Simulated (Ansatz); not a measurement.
This geometry of BH5N2 + H3P (12 atoms, charge 0, multiplicity 1) is a first-order saddle point.

Level of theory: RKS LDA/def2-SVP (Ansatz 0.2.0).

```xyz
12
Properties=species:S:1:pos:R:3
B -0.074 0.256 -0.061
H -0.187 -0.512 1.064
N 1.313 0.249 -0.488
H 1.606 -0.586 -1.007
H 1.672 1.099 -0.932
N -1.203 -0.180 -0.867
H -2.103 -0.392 -0.427
H -1.337 0.326 -1.750
P -0.285 2.263 0.673
H -1.575 2.211 1.314
H 0.434 2.351 1.924
H -0.317 0.508 1.251
```

Task: Which two structures does it join? (They come from a converged band through this point; their orientation in space is the band's.)

Result: Bonds broken: B1–H2, P9–H12. Bonds formed: B1–P9, H2–H12. BH5N2 + H3P becomes BH6N2P + H2.

Initial state:

```xyz
12
Properties=species:S:1:pos:R:3
B -0.072 -0.664 -0.407
H -0.221 -1.753 0.129
N 1.237 -0.159 -0.545
H 2.054 -0.691 -0.248
H 1.464 0.716 -1.025
N -1.214 0.039 -0.832
H -2.155 -0.332 -0.700
H -1.197 0.966 -1.269
P -0.772 2.557 0.911
H -1.379 1.722 1.914
H -0.218 3.455 1.899
H 0.417 1.739 0.866
```

Final state:

```xyz
12
Properties=species:S:1:pos:R:3
B -0.120 0.831 -0.553
H -0.299 -0.705 2.441
N 1.201 0.438 -0.842
H 1.435 -0.362 -1.434
H 2.017 0.931 -0.479
N -1.244 0.149 -1.057
H -1.181 -0.666 -1.671
H -2.201 0.429 -0.843
P -0.400 2.475 0.446
H -1.493 1.973 1.243
H 0.565 2.182 1.478
H -0.337 -0.082 1.965
```

Task: How far does it lie above each of them?

Result: 1.69 eV above the first and 1.43 eV above the second. This is the barrier of this one path; another mechanism may lie lower. The orbitals stay closed-shell, which can raise the energy where a bond breaks towards radicals; this wasn't checked here.

The run took 3 min on 2 threads of Arm Neoverse V2, with other jobs on the host, peak memory 0.13 GiB.
